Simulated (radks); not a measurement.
Neutral titanium inside a hard spherical wall (all orbitals vanish at R), configuration held at [Ar] 3d2 4s2 and not refilled when levels cross. Calculated with a radial shooting solver on a logarithmic mesh with Libxc functionals: scalar-relativistic Kohn-Sham, PBE, spin-polarised, spherical densities, finite nucleus; open shells are filled with parallel spins first; Fermi nuclear charge, rms radius 3.5921 fm. Eigenvalues in eV for spin up, with the zero of energy where the potential of the charges vanishes at infinity; a dash marks a level that is unbound or too diffuse for the functional's potential to be trusted. A positive occupied level is held by the wall or, in an anion where self-interaction has pushed it up, behind a barrier. The pressure on the wall is -dE/dV.

R (bohr)  E (hartree)  kinetic (hartree)    e(3s)    e(3p)   e(3d)   e(4s)  e(4p, empty)  e(5s, empty)  pressure (GPa)
free       -853.59003            860.776  -63.249  -39.480  -4.819  -4.669        -1.563             -               0
20         -853.59003            860.776  -63.249  -39.480  -4.819  -4.669        -1.563             -        < 0.0001
10         -853.58904            860.785  -63.171  -39.403  -4.746  -4.609        -1.404         1.923          0.0247
7          -853.56729            860.914  -62.383  -38.619  -4.018  -3.924        -0.221         7.776            1.12
5          -853.40625            861.573  -59.619  -35.902  -1.473  -0.694         4.404        24.347            18.6
3.5        -852.55104            864.357  -52.770  -29.253   5.444  12.343        20.825        72.450             254
3          -851.54925            867.498  -47.724  -24.273  11.151  25.741        36.425        113.23             762
2.5        -849.16129            874.907  -38.634  -14.945  22.134  54.369        67.856        189.50            2790
2          -842.47699            894.504  -18.985    6.056  46.193  123.10        138.91        350.00           13100
